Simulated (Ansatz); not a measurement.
In₉As₁₀H₂₈²⁺, a nanocrystal cut from zinc blende InAs (hydrogen-capped). Total charge 2; doublet. Geometry PBE-D4/def2-SVP, that of the charge +1 singlet; atoms count from 1.

```xyz
47

As   -3.0658    0.9911   -3.0527
As    1.1857    0.5871   -4.2384
As   -4.0420    1.5889    0.9322
As    0.0751    1.0582   -0.1245
As   -0.8643    1.6693    4.0225
As   -1.7818   -2.1125    1.9089
As    3.1068    1.2869    2.9024
As   -0.7979   -2.6418   -1.9234
As    2.0537   -2.5105    0.8650
As    4.1678    0.6844   -1.3634
In   -5.2362    1.8684   -1.5602
In   -0.6803   -0.0808   -2.4204
In    3.9464    0.8653   -4.1265
In   -3.0717   -2.8016   -0.4056
In   -1.7300    0.4941    1.7625
In    2.4427    0.0584    0.6039
In    1.6487    2.0998    5.1231
In    0.5878   -2.6476    3.1733
In    1.8505   -3.3179   -1.7429
H    -3.5950   -0.0110   -4.0786
H    -2.7160    2.0855   -4.0644
H     0.6081    1.8317   -4.9141
H     0.8707   -0.3753   -5.3824
H    -4.0692    2.9523    1.6250
H    -5.0596    0.9209    1.8560
H     0.1800    2.5717   -0.3089
H    -1.6367    2.9891    4.0719
H    -1.7031    0.9544    5.0810
H    -2.8484   -2.1934    3.0065
H     3.9917    2.4533    2.4615
H     4.2467    0.4047    3.4079
H    -1.2256   -3.0613   -3.3339
H     3.4892   -2.8500    1.2805
H     4.8582    1.9538   -0.8612
H     5.3324   -0.2587   -1.0652
H    -5.2248    3.5774   -1.8111
H    -6.3529    0.5634   -1.6365
H     4.1863    2.5483   -4.4331
H     4.5415   -0.6449   -4.6951
H    -3.9212   -1.3222   -0.8328
H    -3.6302   -4.4324   -0.3186
H     1.8410    0.8092    6.2439
H     1.8064    3.8196    5.0909
H     0.9569   -1.1215    3.9630
H     0.5918   -4.2603    3.7877
H     2.6437   -2.0145   -2.6155
H     2.0433   -5.0290   -1.8601
```

In the def2 sets In takes a core potential; there is no spin–orbit coupling. Single mean-field runs in def2-TZVP are fitted with def2-universal-jkfit.

Estimate the Mulliken populations of the heavy atoms from the PBE0/def2-TZVP orbitals of Ansatz.


```tsv
atom	charge (e)	spin (α − β)
As1	-0.36	0.08
As2	-0.36	0.03
As3	-0.36	0.08
As4	-0.67	0.00
As5	-0.36	0.04
As6	-0.50	0.17
As7	-0.37	0.02
As8	-0.50	0.17
As9	-0.53	0.10
As10	-0.37	0.02
In11	0.39	0.01
In12	0.68	-0.01
In13	0.39	0.00
In14	0.46	0.02
In15	0.68	-0.01
In16	0.69	0.02
In17	0.39	0.00
In18	0.45	0.02
In19	0.45	0.02
```
Mulliken values depend strongly on the basis.

Where does the spin sit?

Summed by element: As 0.72, In 0.06, H 0.22, of 1 unpaired in all. Largest on single atoms: As6 0.17, As8 0.17, As9 0.10.

And the Mayer bond orders between heavy atoms (over 0.3)?

As1–In11 0.50 (2.78 Å); As1–In12 0.64 (2.69 Å); As2–In12 0.68 (2.69 Å); As2–In13 0.49 (2.78 Å); As3–In11 0.50 (2.78 Å); As3–In15 0.64 (2.69 Å); As4–In12 0.64 (2.67 Å); As4–In15 0.64 (2.67 Å); As4–In16 0.62 (2.67 Å); As5–In15 0.68 (2.69 Å); As5–In17 0.49 (2.78 Å); As6–In14 0.55 (2.74 Å); As6–In15 0.81 (2.61 Å); As6–In18 0.48 (2.74 Å); As7–In16 0.67 (2.69 Å); As7–In17 0.51 (2.78 Å); As8–In12 0.81 (2.61 Å); As8–In14 0.55 (2.74 Å); As8–In19 0.48 (2.74 Å); As9–In16 0.77 (2.61 Å); As9–In18 0.57 (2.74 Å); As9–In19 0.56 (2.74 Å); As10–In13 0.51 (2.78 Å); As10–In16 0.67 (2.69 Å).
